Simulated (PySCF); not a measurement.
C2H9FSi2, SMILES C[Si@@H](F)C[SiH3].

Geometry optimised at TPSSh-D3(BJ)/def2-SVP. The structure was generated by enumeration; whether it is a known compound was not checked. The values are those of a single conformer.

Method: TDA-PBE/def2-SVPD run with PySCF.

Vertical excitations. Gas-phase values at a fixed geometry.

```
state  energy (eV)  λ (nm)      f                                                                  main pairs
-----  -----------  ------  -----  --------------------------------------------------------------------------
S1            7.10     175  0.007                                                              HOMO→LUMO 98 %
S2            7.25     171  0.126                                                            HOMO→LUMO+1 95 %
S3            7.37     168  0.001                                                            HOMO−1→LUMO 97 %
S4            7.50     165  0.012                                        HOMO−1→LUMO+1 84 %, HOMO→LUMO+2 14 %
S5            7.54     164  0.014                                        HOMO→LUMO+2 82 %, HOMO−1→LUMO+1 14 %
S6            7.79     159  0.010                                          HOMO−2→LUMO 78 %, HOMO−3→LUMO 17 %
S7            7.84     158  0.033                      HOMO−3→LUMO 50 %, HOMO−1→LUMO+2 19 %, HOMO−2→LUMO 15 %
S8            7.87     158  0.030  HOMO−1→LUMO+2 44 %, HOMO−2→LUMO+1 24 %, HOMO−3→LUMO 12 %, HOMO→LUMO+3 11 %
S9            7.88     157  0.048                                      HOMO−2→LUMO+1 60 %, HOMO−1→LUMO+2 32 %
S10           7.93     156  0.009                                        HOMO→LUMO+3 55 %, HOMO−3→LUMO+1 35 %
T1            6.87     180      0                                            HOMO→LUMO 76 %, HOMO→LUMO+1 23 %
T2            6.91     179      0                                            HOMO→LUMO+1 76 %, HOMO→LUMO 23 %
T3            7.16     173      0                                        HOMO−1→LUMO+1 64 %, HOMO−1→LUMO 33 %
T4            7.24     171      0                                        HOMO−1→LUMO 63 %, HOMO−1→LUMO+1 32 %
```
Triplets are in the Tamm–Dancoff approximation.
